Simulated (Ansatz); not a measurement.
Stepwise reaction of `CB(S)S` with methanol, as a gas-phase model of exchange steps in deposition or etching. ΔE in kJ/mol.

Calculated with Ansatz (gas phase, PBE0-D4/def2-TZVP geometries, no zero-point term in ΔE). CBS: MP2 limit from def2 TZ/QZ plus the TZ coupled-cluster correction, frozen cores. This one scheme is used for every species. DFT in def2-TZVPP. B3LYP here is the variant with VWN-RPA as its local correlation; programs differ in this. One conformer a species, not always the lowest.

| step | reaction | PBE-D4 | B3LYP-D4 | ωB97M-V | CCSD(T)/CBS |
| --- | --- | --- | --- | --- | --- |
| 2 | `COB(C)S` + CH₃OH → `COB(C)OC` + H₂S | -50.9 | -63.2 | -63.3 | -59.5 |

**Question.** Give the row of step 1, `CB(S)S` + CH₃OH → `COB(C)S` + H₂S. (Best estimate.)

**Answer.** Ansatz gave: 
```tsv
step	reaction	PBE-D4	B3LYP-D4	ωB97M-V	CCSD(T)/CBS
1	`CB(S)S` + CH₃OH → `COB(C)S` + H₂S	-47.8	-58.5	-59.6	-56.3
```

**Question.** By hand: ΔE of the 2 steps together at CCSD(T)/CBS.

**Answer.** (-56.3) + (-59.5) = -115.8 kJ/mol, or -57.9 kJ/mol a step.

In ΔE the steps differ by no more than 3.2 kJ/mol. All are downhill at CCSD(T)/CBS. PBE-D4 differs from CCSD(T)/CBS by 8.5 to 8.6 kJ/mol a step. Isolated molecules leave out the surface, adducts and barriers. Largest T1 diagnostic: 0.013.
